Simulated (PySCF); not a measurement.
**LiGa⁺: from constants to spectrum**

UHF-CCSD(T) constants of LiGa⁺, ²Σ⁺ (doublet), unpaired electrons σ ↑ (basis Li def2-SVP, Ga def2-SVP; no relativity; PySCF 2.14; masses 7.0160 and 68.9256 u):

- ωe: 189.6 cm⁻¹
- ωexe: 0.512 cm⁻¹
- Be: 0.27693 cm⁻¹
- αe: 0.00321 cm⁻¹
- De to Li⁺ + Ga: 1.05 eV

(1) What force constant and bond length do these constants imply?

(2) Estimate the centrifugal constant D from the Kratzer relation and find the Dunham coefficient a1.

Correlated steps freeze 9 core orbitals. Correlated levels converge slowly with the basis: in double zeta they bind strong bonds too weakly, by up to about 1 eV, and carry superposition errors of some tenths. Spin–orbit coupling is left out. For an ion De counts to the pair picked by the measured ionisation energies or electron affinities, which need not be the lowest pair at this level. The state is the lowest determinant that a PBE0 search found; another state may lie lower at other levels.

Results:

(1) Reduced mass μred = 6.3678 u; k = 5.8918×10⁻⁷·μred·ωe² (u, cm⁻¹, mdyn/Å) = 0.135 mdyn/Å; Re = √(16.8576/(μred·Be)) (u, cm⁻¹, Å) = 3.092 Å.

(2) D = 4Be³/ωe² = 2.36e-06 cm⁻¹; a1 = −1 − αeωe/(6Be²) = -2.32.
